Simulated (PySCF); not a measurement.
**A ladder for the ionisation energy of Ca+**

Ca+ [Ar] 4s1 (2S) → Ca(2+) [Ar] (1S). Scalar values calculated with PySCF 2.14 in aug-cc-pwCVTZ-X2C (spin-free X2C; valence: [Ar] frozen; valence and next inner shell: [Ne] frozen; all electrons: nothing frozen). The spin-orbit shift comes from two-component X2C-1e calculations (generalised Hartree-Fock, GHF, and MP2 on its spinors, GMP2) in x2c-QZVPPall-2c: GMP2 gives 11.828 eV without and 11.828 eV with screened spin-orbit coupling, a shift of 0.000 eV (GHF: 0.000 eV). Sums use unrounded values; where a UHF row is shifted, it takes the GHF shift.

```csv
method,scalar (eV)
UHF,11.357
LDA,12.165
PBE,12.035
PBE0,11.920
r2SCAN,11.717
HSE06,11.939
BLYP,12.108
PW91,12.076
M06-L,11.086
MP2 (valence and next inner shell),11.826
SCS-MP2 (valence and next inner shell),11.734
MP2 (all electrons),11.834
SCS-MP2 (all electrons),11.740
CCSD (all electrons),11.803
CCSD(T) (all electrons),11.835
CCSD (valence and next inner shell),11.801
CCSD(T) (valence and next inner shell),11.832
```

Question: Form a composite estimate from CCSD(T) (valence and next inner shell) and the spin-orbit shift, and compare it with the reference, 11.872 eV (measured; NIST Atomic Spectra Database, ionization energies).

Answer: 11.832 + (0.000) = 11.832 eV, an error of -0.040 eV.

The errors of the correlated levels include the incompleteness of the basis and the frozen core, so a lower level can come closer by cancellation.
